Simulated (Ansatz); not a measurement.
hydrogen chloride (HCl), singlet, at a GFN2-xTB geometry. Base run: Ansatz (a first-principles code) with B3LYP/def2-SVP.

Geometry (Å):
```xyz
2

Cl     0.0000     0.0000    -0.0709
H      0.0000     0.0000     1.2061
```
All else is at Ansatz's defaults.
Base energy -460.66998 Eh.

The base run was repeated with changes; each row names its change, and settings that it needs were set with it.

```csv
change,ΔE vs base (µEh)
base,0.0
fitting.mean_field = cc-pVTZ-JKFIT,[?]
lower_state_search = off,0.0
"point_charge = charge:-1.0 position_ang:-1.9537, -2.7153, 1.9991",-5042
forces = on,0.0
"final_grid = 4, 8, 17",[?]
nuclear_model = gaussian,[?]
"final_grid = 14, 28, 59",0.0
"final_grid = 10, 20, 41",0.0
lower_state_search = light,0.0
accuracy = high,0.1
```

**Question.** What belongs in the gaps?

**Answer.** 
- fitting.mean_field = cc-pVTZ-JKFIT, ΔE vs base (µEh): -63.5
- final_grid = 4, 8, 17, ΔE vs base (µEh): 110
- nuclear_model = gaussian, ΔE vs base (µEh): 405
